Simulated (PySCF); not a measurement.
## The second ionisation energy along group 13

All values are computed (PySCF 2.14, energy differences of UHF-based or UKS calculations, no spin-orbit coupling). Values in eV. The last column holds reference values (NIST; (s) semi-empirical, (t) theoretical, else measured). Unmarked ones compare directly (S terms, centres of terms, or small fine structure); those marked * lie between the lowest fine-structure levels and include a spin-orbit shift.

```json
{"element": "B (aug-cc-pVTZ, non-relativistic)", "configurations": "[He] 2s2 → [He] 2s1", "UHF": "23.442", "LDA": "24.546", "PBE0": "24.555", "MP2 (valence)": "24.422", "CCSD(T) (valence)": "25.070", "FCI (valence)": "25.070", "reference": "25.155"}
{"element": "Al (aug-cc-pV(T+d)Z, non-relativistic)", "configurations": "[Ne] 3s2 → [Ne] 3s1", "UHF": "17.521", "LDA": "18.882", "PBE0": "18.648", "MP2 (valence)": "18.278", "CCSD(T) (valence)": "18.597", "FCI (valence)": "18.597", "reference": "18.829"}
{"element": "Ga (aug-cc-pVTZ-PP with ECP10MDF, ECP)", "configurations": "[Ar] 3d10 4s2 → [Ar] 3d10 4s1", "UHF": "18.749", "LDA": "21.103", "PBE0": "20.365", "MP2 (valence)": "19.474", "CCSD(T) (valence)": "19.765", "FCI (valence)": "19.765", "reference": "20.515"}
{"element": "In (aug-cc-pVTZ-PP with ECP28MDF, ECP)", "configurations": "[Kr] 4d10 5s2 → [Kr] 4d10 5s1", "UHF": "17.012", "LDA": "19.496", "PBE0": "18.716", "MP2 (valence)": "17.646", "CCSD(T) (valence)": "17.902", "FCI (valence)": "17.902", "reference": "18.870"}
{"element": "Tl (aug-cc-pVTZ-PP with ECP60MDF, ECP)", "configurations": "[Xe] 4f14 5d10 6s2 → [Xe] 4f14 5d10 6s1", "UHF": "18.368", "LDA": "20.985", "PBE0": "20.193", "MP2 (valence)": "18.911", "CCSD(T) (valence)": "19.107", "FCI (valence)": "19.107", "reference": "20.428"}
```

Q: Which of these methods has the smallest mean absolute error against the measured values here?

A: PBE0, with 0.264 eV.

| method | elements | mean error (eV) | mean absolute error (eV) | largest error (eV) |
| --- | --- | --- | --- | --- |
| UHF | 5 | -1.741 | 1.741 | -2.060 |
| LDA | 5 | 0.243 | 0.487 | 0.625 |
| PBE0 | 5 | -0.264 | 0.264 | -0.600 |
| MP2 (valence) | 5 | -1.013 | 1.013 | -1.517 |
| CCSD(T) (valence) | 5 | -0.671 | 0.671 | -1.321 |
| FCI (valence) | 5 | -0.671 | 0.671 | -1.321 |

Errors include the incompleteness of the basis and the frozen core.

"Valence" correlates the outer s and p shells and, in groups 3 to 12 and the f block, the outer d or f shell, open or full, or the next shell where the ion has no valence electron left; the wider scheme adds the next inner shell.
